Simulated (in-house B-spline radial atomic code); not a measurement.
## Se⁷⁺: [Ar] 3d9

Computed with a radial B-spline atomic code at the basis-set limit: Dirac-Kohn-Sham PBE0, spherical fractional occupations, exact exchange averaged over the configuration, Fermi nucleus of rms radius 4.14 fm.

Screening seen three ways: the hydrogenic charge with the same mean radius, Z_r = [3n² - l(l+1)]/(2<r>), the one with the same energy, Z_e = n√(-2ε), and Slater's rules. Values are occupation-weighted means over j. An effective charge above Z reflects the relativistic contraction of the inner shells.

```json
{"shell": "1s", "electrons": "2", "ε (eV)": "-12689", "<r> (bohr)": "0.04408", "Z_r": "34.03", "Z_e": "30.54", "Slater": "33.70"}
{"shell": "2s", "electrons": "2", "ε (eV)": "-1754.9", "<r> (bohr)": "0.1954", "Z_r": "30.70", "Z_e": "22.71", "Slater": "29.85"}
{"shell": "2p", "electrons": "6", "ε (eV)": "-1558", "<r> (bohr)": "0.171", "Z_r": "29.25", "Z_e": "21.40", "Slater": "29.85"}
{"shell": "3s", "electrons": "2", "ε (eV)": "-342.81", "<r> (bohr)": "0.5663", "Z_r": "23.84", "Z_e": "15.06", "Slater": "22.75"}
{"shell": "3p", "electrons": "6", "ε (eV)": "-280.13", "<r> (bohr)": "0.5778", "Z_r": "21.63", "Z_e": "13.61", "Slater": "22.75"}
{"shell": "3d", "electrons": "9", "ε (eV)": "-176.81", "<r> (bohr)": "0.5915", "Z_r": "17.75", "Z_e": "10.81", "Slater": "13.20"}
```

The least bound orbital is 3d5/2 at -176.4 eV, and it is also the most diffuse (<r> = 0.5929 bohr).

Spin-orbit splittings of the orbital energies (j = l + 1/2 above j = l - 1/2 when positive): 2p 41.89 eV, 3p 6.17 eV, 3d 0.9881 eV.

For the 1s electron the small component carries 1.52 % of the norm, the zero-frequency Breit interaction raises the level by 19.65 eV, self-energy by 10.32 eV, and vacuum polarisation lowers it by 1.034 eV.
